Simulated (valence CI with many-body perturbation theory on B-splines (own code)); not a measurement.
**Valence orbitals of Sm XIV**

Level of theory: relativistic CI+MBPT: three valence electrons over a frozen Dirac-Fock core [Kr] 4d10, a basis of 8 s, 8 p, 9 d, 9 f, 6 g, 3 h, 2 i functions for each j, with the one-electron correlation potential Σ1 (screened to all orders), the two-electron term Σ2, the three-electron term Σ3, Breit, model QED; selected single and double excitations, second order for the rest (own B-spline code, finite nucleus).

No measured levels were compared; by estimate terms of the open shell hold to a few per cent of their energy, and close levels can change places; configurations with another count of f electrons can be misplaced by thousands of cm⁻¹. Core correlation moves these levels by up to 57000 cm⁻¹, and in measured spectra 5 to 20 % of such shifts remained as error; rates that hang on mixing are uncertain with them.

These are the spectroscopic orbitals of the CI (the correlating ones are not listed), shaped by the core and the other valence electrons. h is the expectation value of the core's Dirac-Fock operator, without the valence repulsion; Σ1 is computed up to l = 3 at one energy for each symmetry, that of its lowest orbital but kept below the first core excitation, so for empty shells it is not the orbital's own correlation shift; Breit and QED include the response of the core.

| Orbital | h (hartree) | Σ1 (cm⁻¹) | Breit (cm⁻¹) | QED (cm⁻¹) | ⟨r⟩ (bohr) |
| --- | --- | --- | --- | --- | --- |
| 5s1/2 | -10.893 | -18205 | 1024 | 942 | 1.173 |
| 6s1/2 | -6.4345 | -5720 | 491 | 443 | 1.968 |
| 7s1/2 | -4.2586 | -2503 | 245 | 222 | 3.017 |
| 5p1/2 | -9.9503 | -17219 | 1634 | -21.9 | 1.226 |
| 6p1/2 | -5.9782 | -5410 | 747 | -10.3 | 2.081 |
| 7p1/2 | -4.0091 | -2503 | 395 | -5.4 | 3.159 |
| 5p3/2 | -9.6574 | -16042 | 935 | 67.2 | 1.266 |
| 6p3/2 | -5.8438 | -5194 | 434 | 30.6 | 2.132 |
| 7p3/2 | -3.9355 | -2432 | 248 | 16.3 | 3.221 |
| 5d3/2 | -8.1372 | -13487 | 472 | -59.5 | 1.393 |
| 6d3/2 | -5.0983 | -4806 | 226 | -27.6 | 2.351 |
| 7d3/2 | -3.5161 | -2424 | 128 | -15.5 | 3.511 |
| 5d5/2 | -8.0813 | -13021 | 231 | -30.2 | 1.405 |
| 6d5/2 | -5.0711 | -4679 | 111 | -14.0 | 2.365 |
| 7d5/2 | -3.5006 | -2367 | 64.7 | -7.9 | 3.527 |
| 4f5/2 | -11.12 | -25841 | -474 | -153 | 0.7154 |
| 5f5/2 | -6.34 | -8825 | -73.0 | -43.8 | 1.619 |
| 4f7/2 | -11.09 | -25422 | -871 | -125 | 0.7192 |
| 5f7/2 | -6.3295 | -8785 | -195 | -34.6 | 1.623 |
| 5g7/2 | -5.1732 |  | -24.1 | -2.1 | 1.833 |
| 5g9/2 | -5.1733 |  | -33.1 | -1.1 | 1.833 |

Among the shells of the start configuration 4f1 5s2, Σ1 is largest in size for 4f5/2, where it is 1.1 % of h.

Lowest root of each symmetry, sizes in configuration state functions:

```
   J  Parity  Roots  Reference  Variational  Second order  Change by selected CI (cm⁻¹)  Change by second order (cm⁻¹)
 1/2    even      3         36         5644         26732                         -4908                             -2
 3/2    even      5         58        10601         55938                         -3772                             -2
 5/2    even      5         68        12459         66604                         -3792                             -3
 7/2    even      5         65        13468         74150                         -3345                             -3
 9/2    even      5         56        12967         72825                         -3411                             -3
11/2    even      3         39         9104         63345                         -3380                             -5
13/2    even      2         22         6547         51520                         -3375                             -4
 1/2     odd      3         29         5294         19136                         -5121                             -4
 3/2     odd      6         57         7101         27487                         -3368                             -2
 5/2     odd      7         69        11291         56708                         -6368                            -10
 7/2     odd      6         67        11779         63643                         -6429                            -10
 9/2     odd      7         53         9946         19343                         -2382                             -1
11/2     odd      5         37         8421         16854                         -2348                             -2
13/2     odd      3         22         6520         17289                         -2341                             -2
15/2     odd      3         14         4951          7215                         -2357                             -1
17/2     odd      1          6         2980          5150                         -3658                             -3
```
